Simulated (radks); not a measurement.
Values are calculated unless marked as measured or tabulated.
Effect of the nuclear size on the chromium ion Cr+, [Ar] 3d5. Level of theory: Dirac Kohn-Sham, exchange-only LDA, spin-unpolarised, spherical densities, finite nucleus; open shells are shared between the two j in proportion to 2j + 1; Fermi nuclear charge, rms radius 3.6452 fm (a radial shooting solver on a logarithmic mesh with Libxc functionals). The rms radius is varied about that value; shifts are against it.

| rms radius (fm) | total energy shift (eV) | density at nucleus (e/bohr^3) | 1s1/2 shift (meV) | 2s1/2 shift (meV) | 3s1/2 shift (meV) |
|---|---|---|---|---|---|
| 2.9563 | -0.0251 | 1.145e+04 | -10.7 | -0.935 | -0.135 |
| 3.3864 | -0.0100 | 1.139e+04 | -4.26 | -0.373 | -0.054 |
| 3.6452 | 0 | 1.136e+04 | 0.000 | 0.000 | 0.000 |
| 3.8019 | 0.00642 | 1.134e+04 | 2.73 | 0.239 | 0.035 |
| 4.3451 | 0.0307 | 1.129e+04 | 13.0 | 1.14 | 0.165 |

Slopes of the eigenvalues against <r^2> in GHz/fm^2, as finite differences over the two radii next to the reference (eigenvalue slopes, not the field-shift constants of lines): 1s1/2 566, 2s1/2 49.6, 3s1/2 7.16.
